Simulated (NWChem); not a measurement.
Species: CdSiNH5; SMILES [Cd]([NH2])[SiH3]

```xyz
8

Cd     0.0019    -0.3355    -0.0112
N     -0.0057    -2.3477     0.0986
H      0.8135    -2.8433    -0.2461
H     -0.8245    -2.8368    -0.2565
Si    -0.0020     2.1501     0.0198
H     -1.2542     2.6951     0.6371
H      0.0899     2.7173    -1.3642
H      1.1519     2.7024     0.8003
```
Atoms are numbered in this order, from 1.

All runs: NWChem. Medium grid unless said otherwise, to which SCAN and Minnesota functionals are sensitive. Structure relaxed at the PBE0/def2-SVP level. def2 effective core potentials on Cd; no spin-orbit coupling. Hybrids' shares of exact exchange are those that their runs print; pure functionals count as 0. The functionals differ in more than this share.

```csv
row,share of exact exchange,orbital gap (eV)
PBE/def2-SVP,0.00,3.60
MN15-L/def2-SVP,0.00,4.15
TPSSh/def2-SVP,0.10,4.54
B3LYP/def2-SVP,0.20,withheld
BHandHLYP/def2-SVP,0.50,7.34
Hartree-Fock/def2-SVP,1.00,10.96
```

Task: Fit a straight line of the last column on the one before it, predict the withheld value, and compare with the run.

Result: 
1. Means of the 5 shown rows: x = 0.320, y = 6.118. Slope Σ(x − x̄)(y − ȳ)/Σ(x − x̄)² = 5.295/0.7480 = 7.079; intercept 3.853.
2. The shown rows scatter about the line by 0.177 (root mean square); the largest residual is +0.30, at MN15-L/def2-SVP.
3. At x = 0.20 (B3LYP/def2-SVP; inside the shown range) the line gives 5.27.
4. The run gives 5.06, -0.21 from the line, 1.2 times the scatter.
